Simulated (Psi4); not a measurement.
Computed with SAPT0/jun-cc-pVDZ, frozen core in Psi4.

Psi4 input:

```
molecule {
0 1
Si -1.16571855 0.12093880 -0.02072386
Si 1.16571080 -0.12099223 0.02072644
H -1.76102610 -0.80103681 -1.01851559
H -1.53219781 1.51185322 -0.38276226
H -1.73890579 -0.18864824 1.31180573
H 1.53238255 -1.51118691 0.38531294
H 1.76113685 0.80292942 1.01664890
H 1.73861803 0.18614274 -1.31249230
--
0 1
Si 0.38927892 -2.83784387 -2.99614503
O -0.11235152 -1.27508432 -3.18855616
H 1.85460213 -2.91871456 -2.77467018
H 0.05786726 -3.66846887 -4.18061079
H -0.32595279 -3.34768017 -1.81019420
H 0.24529185 -0.76370285 -3.91786868
units angstrom
symmetry c1
no_reorient
no_com
}
set basis jun-cc-pvdz
set scf_type df
set freeze_core true
energy('sapt0')
```

Part of the output:

```
    SAPT Results
  --------------------------------------------------------------------------------------------------------
    Electrostatics                 -2.50420786 [mEh]      -1.57141415 [kcal/mol]      -6.57479682 [kJ/mol]
      Elst10,r                     -2.50420786 [mEh]      -1.57141415 [kcal/mol]      -6.57479682 [kJ/mol]

    Exchange                        5.60409689 [mEh]       3.51662389 [kcal/mol]      14.71355435 [kJ/mol]
      Exch10                        5.60409689 [mEh]       3.51662389 [kcal/mol]      14.71355435 [kJ/mol]
      Exch10(S^2)                   5.59123338 [mEh]       3.50855192 [kcal/mol]      14.67978123 [kJ/mol]

    Induction                      -0.75925846 [mEh]      -0.47644188 [kcal/mol]      -1.99343281 [kJ/mol]
      Ind20,r                      -1.69143501 [mEh]      -1.06139149 [kcal/mol]      -4.44086200 [kJ/mol]
      Exch-Ind20,r                  1.29031138 [mEh]       0.80968261 [kcal/mol]       3.38771206 [kJ/mol]
      delta HF,r (2)               -0.35813483 [mEh]      -0.22473300 [kcal/mol]      -0.94028287 [kJ/mol]

    Dispersion                     -3.32153634 [mEh]      -2.08429552 [kcal/mol]      -8.72069245 [kJ/mol]
      Disp20                       -3.71770403 [mEh]      -2.33289450 [kcal/mol]      -9.76083059 [kJ/mol]
      Exch-Disp20                   0.39616770 [mEh]       0.24859898 [kcal/mol]       1.04013814 [kJ/mol]
      Disp20 (SS)                  -1.85885202 [mEh]      -1.16644725 [kcal/mol]      -4.88041529 [kJ/mol]
      Disp20 (OS)                  -1.85885202 [mEh]      -1.16644725 [kcal/mol]      -4.88041529 [kJ/mol]
      Exch-Disp20 (SS)              0.21428785 [mEh]       0.13446766 [kcal/mol]       0.56261268 [kJ/mol]
      Exch-Disp20 (OS)              0.18187984 [mEh]       0.11413132 [kcal/mol]       0.47752546 [kJ/mol]

  Total HF                          2.34063057 [mEh]       1.46876786 [kcal/mol]       6.14532471 [kJ/mol]
  Total SAPT0                      -0.98090577 [mEh]      -0.61552766 [kcal/mol]      -2.57536773 [kJ/mol]
```
